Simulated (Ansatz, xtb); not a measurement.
**CH7AlSSi: which of two isomers lies lower**

Structure X is `[CH3][AlH][S][SiH3]`, a singlet and structure Y is `[SiH3][CH2][AlH][SH]`, a singlet. Both are isolated molecules in the gas phase, relaxed with BLYP-D3(BJ)/def2-SVP, each in the lowest conformer that the search found.

Quicker runs give these differences E(Y) − E(X): GFN2-xTB +89.7 kJ/mol; HF/STO-3G +57.9 kJ/mol (at GFN2-xTB geometries); r2SCAN-D4/def2-SVP +49.4 kJ/mol (at GFN2-xTB geometries).

Task: Estimate E(Y) − E(X) at the level CCSD(T)/def2-SVP + ΔMP2/def2-TZVPP.

Result: Calculated at CCSD(T)/def2-SVP + ΔMP2/def2-TZVPP: E(Y) − E(X) = +49.4 kJ/mol, so structure X lies lower.

Level by level:

| level | geometry | E(Y) − E(X) (kJ/mol) | departure from the last row (kJ/mol) | job, with rough time for the two |
| --- | --- | --- | --- | --- |
| GFN2-xTB | GFN2-xTB | +89.7 | +40.4 | optimisation, 0.78 s |
| HF/STO-3G | GFN2-xTB | +57.9 | +8.5 | single point, 0.32 s |
| r2SCAN-D4/def2-SVP | GFN2-xTB | +49.4 | 0.0 | single point, 4.2 s |
| BLYP-D3(BJ)/def2-SVP | BLYP-D3(BJ)/def2-SVP | +46.4 | −2.9 | optimisation, 1.7 min |
| HF/def2-SVP | BLYP-D3(BJ)/def2-SVP | +52.1 | +2.7 | part of the CCSD(T) run |
| MP2/def2-SVP | BLYP-D3(BJ)/def2-SVP | +46.7 | −2.7 | part of the CCSD(T) run |
| CCSD(T)/def2-SVP | BLYP-D3(BJ)/def2-SVP | +44.2 | −5.1 | single point |
| CCSD(T)/def2-SVP + ΔMP2/def2-TZVPP | BLYP-D3(BJ)/def2-SVP | +49.4 |  | single point, 21 s |

As drawn, Y has 1 C–Si, 1 S–H in place of 1 S–Si, 1 C–H.

The levels shown agree on the order. The largest departure from CCSD(T)/def2-SVP + ΔMP2/def2-TZVPP is that of GFN2-xTB, 40.4 kJ/mol. The last row adds to CCSD(T) the change of the MP2 difference between the two basis sets, here +5.1 kJ/mol.

With harmonic frequencies from BLYP-D3(BJ)/def2-SVP (ideal gas, rigid rotor, one conformer each, 298.15 K, 1 atm): on the last row, ΔE + ΔZPE = +44.4 kJ/mol. A mode under 50 cm⁻¹ makes harmonic enthalpies and free energies unreliable, so none is given.

The correlated steps freeze 16 core orbitals. Codes used: Ansatz 0.2.0, xtb 6.7.1; the last row on 2 threads of Arm Neoverse V1 on a shared host.
